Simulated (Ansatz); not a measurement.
Start from `C[Se][Al]([Cl])[Cl]` and change one atom or group to get `[Cl][Al]([Cl])[GeH3]`.

Ansatz, PBE0-D4/def2-TZVP geometries, multiplicity 1. Each molecule was computed in one conformer, which needn't be the lowest.

Scalar relativity is left out up to krypton.

```json
{"property": "HOMO energy (B3LYP/def2-TZVPP) / eV", "`C[Se][Al]([Cl])[Cl]`": "-7.02"}
{"property": "LUMO energy (PBE0/def2-TZVPP) / eV", "`C[Se][Al]([Cl])[Cl]`": "-0.98"}
{"property": "LUMO energy (B3LYP/def2-TZVPP) / eV", "`C[Se][Al]([Cl])[Cl]`": "-1.22"}
{"property": "size of the dipole moment (ωB97M-V/def2-TZVPP) / D", "`C[Se][Al]([Cl])[Cl]`": "1.99"}
{"property": "HOMO–LUMO gap (B3LYP/def2-TZVPP) / eV", "`C[Se][Al]([Cl])[Cl]`": "5.80"}
{"property": "size of the dipole moment (B3LYP/def2-TZVPP) / D", "`C[Se][Al]([Cl])[Cl]`": "2.07"}
```

(1) Give the same properties after the change, and the shifts. (Best estimate.)

Results:

(1) Ansatz gave: 
| property | `[Cl][Al]([Cl])[GeH3]` | shift |
| --- | --- | --- |
| HOMO energy (B3LYP/def2-TZVPP) / eV | -8.06 | -1.04 |
| LUMO energy (PBE0/def2-TZVPP) / eV | -1.78 | -0.80 |
| LUMO energy (B3LYP/def2-TZVPP) / eV | -1.93 | -0.71 |
| size of the dipole moment (ωB97M-V/def2-TZVPP) / D | 1.31 | -0.68 |
| HOMO–LUMO gap (B3LYP/def2-TZVPP) / eV | 6.13 | 0.33 |
| size of the dipole moment (B3LYP/def2-TZVPP) / D | 1.33 | -0.74 |

With PBE0 the HOMO falls by 1.01 eV and the LUMO falls by 0.80 eV, so the gap widens by about 0.21 eV. PBE moves the HOMO by -1.01 eV and ωB97M-V by -0.88 eV. Dipoles are sizes alone; their direction can turn.

B3LYP here is the variant with VWN-RPA as its local correlation; programs differ in this.

Spin–orbit coupling is left out; it splits and shifts lone-pair levels of the heavy atoms by tenths of an eV.
